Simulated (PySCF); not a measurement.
SrF, SMILES [F][Sr+], charge +1.

The structure is a stationary point at B3LYP-D3(BJ)/def2-TZVPD. The spin state was assumed, not searched. The def2 effective core potentials stand for the cores of Sr; spin–orbit coupling is left out.

The numbers are results of IEF-PCM-PBE0/def2-TZVPD (PySCF), not measurements.

The values are the electrostatic part of the solvation free energy, E(continuum) − E(gas) at the gas-phase geometry, in a cavity of scaled van der Waals radii (PySCF's table); cavitation and dispersion terms are not included. A continuum can't describe solvent molecules that bind to the metal. In vacuum the orbital gap is 7.59 eV.

Computed values in water (ε = 78.36), tetrahydrofuran (ε = 7.43), acetonitrile (ε = 35.69):
| solvent | ε | ΔG(elec) (kcal/mol) | gap (eV) |
|---|---|---|---|
| water | 78.36 | -68.7 | 8.91 |
| tetrahydrofuran | 7.43 | -59.3 | 8.67 |
| acetonitrile | 35.69 | -67.5 | 8.88 |
